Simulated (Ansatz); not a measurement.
`c1ccc(-c2ccc(-c3ccc(-c4ccc(-c5ccc(-c6ccc(-c7ccc(-c8ccc(-c9ccccc9)cc8)cc7)cc6)cc5)cc4)cc3)cc2)cc1`. The state is a triplet with charge 0. Geometry PBE-D4/def2-SVP, that of the neutral singlet; atoms count from 1.

```xyz
92

C     3.204   12.260  -13.881
C     2.240   12.539  -12.898
C     1.998   11.622  -11.867
C     2.714   10.404  -11.793
C     2.457    9.433  -10.701
C     3.500    8.648  -10.158
C     3.258    7.734   -9.128
C     1.962    7.559   -8.590
C     1.707    6.590   -7.499
C     0.710    6.828   -6.524
C     0.470    5.915   -5.494
C     1.214    4.717   -5.386
C     0.961    3.751   -4.293
C    -0.336    3.563   -3.764
C    -0.575    2.651   -2.732
C     0.473    1.881   -2.175
C     0.221    0.917   -1.080
C    -0.794    1.141   -0.122
C    -1.030    0.232    0.913
C    -0.263   -0.949    1.043
C    -0.511   -1.911    2.141
C     0.545   -2.653    2.719
C     0.312   -3.558    3.757
C    -0.990   -3.772    4.268
C    -1.236   -4.732    5.367
C    -2.438   -5.474    5.439
C    -2.669   -6.382    6.476
C    -1.713   -6.592    7.496
C    -1.959   -7.553    8.595
C    -2.707   -8.734    8.385
C    -2.938   -9.641    9.423
C    -2.432   -9.414   10.723
C    -2.677  -10.377   11.824
C    -3.887  -11.105   11.899
C    -4.118  -12.016   12.939
C    -3.145  -12.220   13.931
C    -1.938  -11.504   13.871
C    -1.707  -10.595   12.831
C    -1.684   -8.233   10.934
C    -1.453   -7.326    9.896
C    -0.512   -5.849    7.425
C    -0.279   -4.943    6.387
C    -2.046   -3.032    3.687
C    -1.812   -2.123    2.652
C     0.752   -1.174    0.084
C     0.987   -0.265   -0.951
C     1.770    2.070   -2.704
C     2.008    2.981   -3.737
C     2.211    4.480   -6.360
C     2.450    5.392   -7.391
C     0.920    8.344   -9.134
C     1.161    9.259  -10.163
C     3.681   10.138  -12.790
C     3.923   11.055  -13.822
H     3.394   12.980  -14.691
H     1.677   13.485  -12.929
H     1.260   11.864  -11.086
H     4.528    8.784  -10.526
H     4.102    7.168   -8.704
H     0.138    7.767   -6.554
H    -0.287    6.152   -4.732
H    -1.182    4.116   -4.198
H    -1.604    2.504   -2.374
H    -1.385    2.068   -0.166
H    -1.804    0.459    1.662
H     1.573   -2.500    2.359
H     1.156   -4.129    4.172
H    -3.199   -5.350    4.654
H    -3.624   -6.930    6.508
H    -3.085   -8.964    7.377
H    -3.494  -10.568    9.213
H    -4.669  -10.934   11.144
H    -5.072  -12.564   12.980
H    -3.327  -12.934   14.748
H    -1.164  -11.663   14.637
H    -0.746  -10.061   12.779
H    -1.307   -8.004   11.942
H    -0.897   -6.399   10.107
H     0.263   -5.999    8.191
H     0.661   -4.370    6.374
H    -3.069   -3.159    4.070
H    -2.661   -1.578    2.213
H     1.344   -2.100    0.131
H     1.760   -0.494   -1.700
H     2.617    1.518   -2.270
H     3.038    3.128   -4.097
H     2.783    3.540   -6.330
H     3.207    5.155   -8.154
H    -0.109    8.208   -8.768
H     0.319    9.826  -10.587
H     4.230    9.184  -12.770
H     4.675   10.821  -14.592
```

Single mean-field runs in def2-SVP are fitted with def2-universal-jkfit. At PBE0-D4/def2-SVP a singlet of charge 0 lies 3.01 eV below the triplet at the same geometry.

Question: Estimate the Mulliken populations of the heavy atoms from the PBE0/def2-SVP orbitals of Ansatz.

Answer: 
```json
{"atom": "C1", "charge (e)": "-0.02", "spin (α − β)": "0.01"}
{"atom": "C2", "charge (e)": "-0.02", "spin (α − β)": "0.00"}
{"atom": "C3", "charge (e)": "-0.04", "spin (α − β)": "0.01"}
{"atom": "C4", "charge (e)": "0.02", "spin (α − β)": "-0.01"}
{"atom": "C5", "charge (e)": "0.03", "spin (α − β)": "0.03"}
{"atom": "C6", "charge (e)": "-0.03", "spin (α − β)": "-0.02"}
{"atom": "C7", "charge (e)": "-0.04", "spin (α − β)": "0.03"}
{"atom": "C8", "charge (e)": "0.03", "spin (α − β)": "-0.02"}
{"atom": "C9", "charge (e)": "0.03", "spin (α − β)": "0.11"}
{"atom": "C10", "charge (e)": "-0.04", "spin (α − β)": "-0.05"}
{"atom": "C11", "charge (e)": "-0.04", "spin (α − β)": "0.08"}
{"atom": "C12", "charge (e)": "0.03", "spin (α − β)": "-0.05"}
{"atom": "C13", "charge (e)": "0.03", "spin (α − β)": "0.29"}
{"atom": "C14", "charge (e)": "-0.03", "spin (α − β)": "-0.08"}
{"atom": "C15", "charge (e)": "-0.04", "spin (α − β)": "0.15"}
{"atom": "C16", "charge (e)": "0.03", "spin (α − β)": "0.06"}
{"atom": "C17", "charge (e)": "0.03", "spin (α − β)": "0.35"}
{"atom": "C18", "charge (e)": "-0.03", "spin (α − β)": "0.08"}
{"atom": "C19", "charge (e)": "-0.03", "spin (α − β)": "0.02"}
{"atom": "C20", "charge (e)": "0.03", "spin (α − β)": "0.39"}
{"atom": "C21", "charge (e)": "0.02", "spin (α − β)": "0.00"}
{"atom": "C22", "charge (e)": "-0.03", "spin (α − β)": "0.14"}
{"atom": "C23", "charge (e)": "-0.03", "spin (α − β)": "-0.08"}
{"atom": "C24", "charge (e)": "0.03", "spin (α − β)": "0.24"}
{"atom": "C25", "charge (e)": "0.03", "spin (α − β)": "-0.05"}
{"atom": "C26", "charge (e)": "-0.03", "spin (α − β)": "0.06"}
{"atom": "C27", "charge (e)": "-0.03", "spin (α − β)": "-0.04"}
{"atom": "C28", "charge (e)": "0.03", "spin (α − β)": "0.08"}
{"atom": "C29", "charge (e)": "0.03", "spin (α − β)": "-0.02"}
{"atom": "C30", "charge (e)": "-0.04", "spin (α − β)": "0.02"}
{"atom": "C31", "charge (e)": "-0.04", "spin (α − β)": "-0.01"}
{"atom": "C32", "charge (e)": "0.03", "spin (α − β)": "0.02"}
{"atom": "C33", "charge (e)": "0.02", "spin (α − β)": "-0.01"}
{"atom": "C34", "charge (e)": "-0.04", "spin (α − β)": "0.01"}
{"atom": "C35", "charge (e)": "-0.02", "spin (α − β)": "0.00"}
{"atom": "C36", "charge (e)": "-0.02", "spin (α − β)": "0.01"}
{"atom": "C37", "charge (e)": "-0.02", "spin (α − β)": "0.00"}
{"atom": "C38", "charge (e)": "-0.04", "spin (α − β)": "0.01"}
{"atom": "C39", "charge (e)": "-0.04", "spin (α − β)": "-0.01"}
{"atom": "C40", "charge (e)": "-0.04", "spin (α − β)": "0.02"}
{"atom": "C41", "charge (e)": "-0.03", "spin (α − β)": "-0.04"}
{"atom": "C42", "charge (e)": "-0.03", "spin (α − β)": "0.06"}
{"atom": "C43", "charge (e)": "-0.03", "spin (α − β)": "-0.08"}
{"atom": "C44", "charge (e)": "-0.03", "spin (α − β)": "0.14"}
{"atom": "C45", "charge (e)": "-0.03", "spin (α − β)": "0.02"}
{"atom": "C46", "charge (e)": "-0.04", "spin (α − β)": "0.08"}
{"atom": "C47", "charge (e)": "-0.04", "spin (α − β)": "0.15"}
{"atom": "C48", "charge (e)": "-0.03", "spin (α − β)": "-0.08"}
{"atom": "C49", "charge (e)": "-0.04", "spin (α − β)": "0.08"}
{"atom": "C50", "charge (e)": "-0.04", "spin (α − β)": "-0.05"}
{"atom": "C51", "charge (e)": "-0.04", "spin (α − β)": "0.03"}
{"atom": "C52", "charge (e)": "-0.03", "spin (α − β)": "-0.02"}
{"atom": "C53", "charge (e)": "-0.04", "spin (α − β)": "0.01"}
{"atom": "C54", "charge (e)": "-0.02", "spin (α − β)": "0.00"}
```
Mulliken values depend strongly on the basis.

Question: Where does the spin sit?

Answer: Summed by element: C 2.04, H -0.04, of 2 unpaired in all. Largest on single atoms: C20 0.39, C17 0.35, C13 0.29.

Question: And the Mayer bond orders between heavy atoms (over 0.3, the first 40 of 62)?

Answer: C1–C2 1.39 (1.40 Å); C1–C54 1.39 (1.40 Å); C2–C3 1.40 (1.40 Å); C3–C4 1.38 (1.41 Å); C4–C5 1.01 (1.48 Å); C4–C53 1.38 (1.41 Å); C5–C6 1.36 (1.41 Å); C5–C52 1.36 (1.41 Å); C6–C7 1.41 (1.40 Å); C7–C8 1.36 (1.41 Å); C8–C9 1.03 (1.48 Å); C8–C51 1.36 (1.41 Å); C9–C10 1.34 (1.41 Å); C9–C50 1.34 (1.41 Å); C10–C11 1.43 (1.40 Å); C11–C12 1.33 (1.41 Å); C12–C13 1.07 (1.48 Å); C12–C49 1.33 (1.41 Å); C13–C14 1.27 (1.41 Å); C13–C48 1.27 (1.41 Å); C14–C15 1.50 (1.40 Å); C15–C16 1.23 (1.41 Å); C16–C17 1.20 (1.48 Å); C16–C47 1.23 (1.41 Å); C17–C18 1.16 (1.41 Å); C17–C46 1.16 (1.41 Å); C18–C19 1.58 (1.40 Å); C19–C20 1.17 (1.41 Å); C20–C21 1.16 (1.48 Å); C20–C45 1.17 (1.41 Å); C21–C22 1.26 (1.41 Å); C21–C44 1.26 (1.41 Å); C22–C23 1.47 (1.40 Å); C23–C24 1.30 (1.41 Å); C24–C25 1.05 (1.48 Å); C24–C43 1.30 (1.41 Å); C25–C26 1.34 (1.41 Å); C25–C42 1.34 (1.41 Å); C26–C27 1.42 (1.40 Å); C27–C28 1.35 (1.41 Å).
